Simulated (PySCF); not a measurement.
**Stretching MgBr**

Set-up: Mg aug-pcseg-1, Br aug-pcseg-1; no relativity (PySCF 2.14). Energies in eV from Mg + Br in their ground configurations at the same level. State: ²Σ⁺ (doublet), unpaired electrons σ ↑.

All columns are PW91. A positive dipole means Mg(−)Br(+).

```tsv
R (Å)	E (eV)	μ (D)	Mulliken charge on Mg (basis-dependent)	HOMO (eV)	LUMO (eV)	Mayer bond order	⟨S²⟩
2.082	-2.137	-2.04	0.67	-4.66	-3.44	0.46	0.75
2.179	-2.535	-2.45	0.63	-4.78	-3.58	0.53	0.75
2.276	-2.757	-2.87	0.60	-4.91	-3.72	0.58	0.75
2.348	-2.841	-3.21	0.59	-5.00	-3.82	0.59	0.75
2.421	-2.870	-3.54	0.59	-5.09	-3.92	0.60	0.75
2.494	-2.858	-3.88	0.59	-5.17	-4.03	0.60	0.75
2.591	-2.794	-4.34	0.60	-5.28	-4.15	0.60	0.75
2.712	-2.663	-4.89	0.61	-5.41	-4.31	0.59	0.75
2.857	-2.461	-5.53	0.61	-5.55	-4.48	0.59	0.75
3.050	-2.163	-6.30	0.62	-5.70	-4.68	0.58	0.75
```

A fit through these points gives, at Re = 2.433 Å, μ = -3.60 D and dμ/dR = -4.68 D/Å; the reduced mass is 18.39 u.

Task: How strong is the fundamental in the double-harmonic approximation, I = 42.26·(dμ/dR)²/μred km/mol?

Result: I = 42.26·(-4.68)²/18.39 = 50.3 km/mol at PW91.

Spin–orbit coupling is left out. The state was picked by a PBE0 search and need not be the measured ground state.
